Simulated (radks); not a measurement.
Task: Species: the scandium ion Sc4+. Configuration: [Ne] 3s2 3p5. Calculated with a radial shooting solver on a logarithmic mesh with Libxc functionals: Dirac Kohn-Sham, BLYP, spin-unpolarised, spherical densities, finite nucleus; open shells are shared between the two j in proportion to 2j + 1; Fermi nuclear charge, rms radius 3.5459 fm. Some entries of the table are withheld. Estimate them.

| orbital | occ. | eigenvalue (eV) | <r> (bohr) | <1/r> (bohr^-1) |
|---|---|---|---|---|
| 1s1/2 | 2 | -4455.429 | 0.07304 | 20.77 |
| 2s1/2 | 2 | -530.5226 | 0.3432 | 4.309 |
| 2p1/2 | 2 | -447.8804 | 0.3055 | 4.239 |
| 2p3/2 | 4 | -443.2230 | 0.3081 | 4.190 |
| 3s1/2 | 2 | -105.4209 | 1.032 | (1) |
| 3p1/2 | 1.66667 | -83.6177 | (2) | 1.261 |
| 3p3/2 | 3.33333 | -83.0257 | (3) | 1.251 |

Result: 
(1) 3s1/2 <1/r> (bohr^-1): 1.364
(2) 3p1/2 <r> (bohr): 1.086
(3) 3p3/2 <r> (bohr): 1.092
